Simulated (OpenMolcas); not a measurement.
**Ionisation energies of zirconium**

| Quantity | Value |
| --- | --- |
| Program | OpenMolcas |
| Basis | ANO-RCC-VDZP [6s5p3d1f] |
| Scalar Hamiltonian | DKH2, point nucleus |
| Spin-orbit coupling | RASSI with atomic mean-field integrals over the reference wave functions, term energies averaged over their components |

Active shells in each charge state: the valence d, s shells, with orbitals averaged over the low states. Where CASPT2's correlated closed shells are named, they are those of the first ion.

A. CASSCF
B. MS-CASPT2, IPEA 0.25 Eh, imaginary shift 0.1 Eh (closed shells correlated: 4s 4p)
C. SS-CASPT2, IPEA 0.25 Eh, imaginary shift 0.1 Eh (closed shells correlated: 4s 4p)
D. MS-CASPT2, IPEA 0 Eh, imaginary shift 0.1 Eh (closed shells correlated: 4s 4p)
E. MS-CASPT2, IPEA 0.25 Eh, imaginary shift 0.1 Eh (closed shells correlated: 3d 4s 4p)
F. SS-CASPT2, IPEA 0.25 Eh, imaginary shift 0.1 Eh (closed shells correlated: 3d 4s 4p)

Energies in eV between the lowest computed levels, named as in B; reference values from the NIST Atomic Spectra Database with their kind.

```
             From                 To       A       B       C       D       E       F  Spin-orbit share in B          Reference
   Zr 4d² 5s² ³F₂  Zr+ 4d² 5s ⁴F_3/2   5.301   6.327   6.326   6.472   6.332   6.332                 -0.017   6.634 (measured)
Zr+ 4d² 5s ⁴F_3/2       Zr2+ 4d² ³F₂  12.232  12.984  12.984  13.045  12.996  12.996                 -0.023  13.130 (measured)
```

Other lowest levels: A, Zr 4d³ 5s ⁵F₁ to 4d² 5s ⁴F_3/2.

Error against the reference values, in %:

```json
{"From": "Zr", "Reference": "measured", "A": "-20.1", "B": "-4.6", "C": "-4.6", "D": "-2.4", "E": "-4.6", "F": "-4.6"}
{"From": "Zr+", "Reference": "measured", "A": "-6.8", "B": "-1.1", "C": "-1.1", "D": "-0.6", "E": "-1.0", "F": "-1.0"}
```

Mean absolute error over the 2 measured values: A 1.12 eV, B 0.23 eV, C 0.23 eV, D 0.12 eV, E 0.22 eV, F 0.22 eV. D lies closest.

The lowest level within the active space need not be the ion's true ground level.
